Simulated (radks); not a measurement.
Coulomb parameter of the 4f shell of neutral praseodymium in the model configuration [Xe] 4f1 6s2 6p2, as a second difference U = [E(n + 0.5) + E(n - 0.5) - 2 E(n)] / (0.5)^2 with all orbitals relaxed. "Bare": the charge of the atom changes with n. "Screened": the 6p shell takes up the change at fixed total charge, which measures U(4f,4f) + U(6p,6p) - 2 U(4f,6p). Calculated with a radial shooting solver on a logarithmic mesh with Libxc functionals: Dirac Kohn-Sham, PBEsol, spin-unpolarised, spherical densities, point nucleus; open shells are shared between the two j in proportion to 2j + 1.

case                  configuration  E - E(n) (eV)
start              [Xe] 4f1 6s2 6p2          0.000
bare +0.5        [Xe] 4f1.5 6s2 6p2         -7.698
bare -0.5        [Xe] 4f0.5 6s2 6p2         11.550
screened +0.5  [Xe] 4f1.5 6s2 6p1.5         -6.869
screened -0.5  [Xe] 4f0.5 6s2 6p2.5          9.261

U(bare) = 15.409 eV, U(screened by 6p) = 9.568 eV, against the Slater integral F0(4f,4f) = 26.501 eV with frozen orbitals. The step up makes a negative ion, whose loosely bound charge lowers the bare value.
